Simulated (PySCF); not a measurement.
H5AlFN, singlet, PBE0/def2-SVP optimised geometry.

```
8

Al    -1.15    -0.37     0.00
H     -1.44    -1.09     1.40
H     -1.44    -1.10    -1.39
F     -1.32     1.31     0.00
N      0.91    -0.37     0.00
H      1.27     0.10    -0.83
H      1.32    -1.31     0.03
H      1.27     0.14     0.81
```

Density from PBE0/def2-TZVP run with PySCF at that geometry.

Minimum of the electron density along straight lines between bonded atoms, close to the bond critical point (lines longer than 1.1 times the sum of covalent radii, or with two minima, are not listed):

```
bond    length / Å  ρ at the minimum / e bohr⁻³  ∇²ρ there / e bohr⁻⁵  position (fraction from the first atom)
------  ----------  ---------------------------  --------------------  ---------------------------------------
Al1–H2       1.599                        0.080                  0.20                                     0.50
Al1–H3       1.599                        0.080                  0.20                                     0.50
Al1–F4       1.691                        0.100                     …                                     0.43
Al1–N5       2.061                            …                     …                                     0.40
N5–H6        1.022                        0.331                 -1.67                                     0.74
N5–H7        1.021                        0.331                 -1.66                                     0.74
N5–H8        1.022                        0.331                 -1.67                                     0.74
```

Task: What belongs in the gaps?

Result: 
- Al1–F4, ∇²ρ there / e bohr⁻⁵: 0.80
- Al1–N5, ρ at the minimum / e bohr⁻³: 0.051
- Al1–N5, ∇²ρ there / e bohr⁻⁵: 0.24
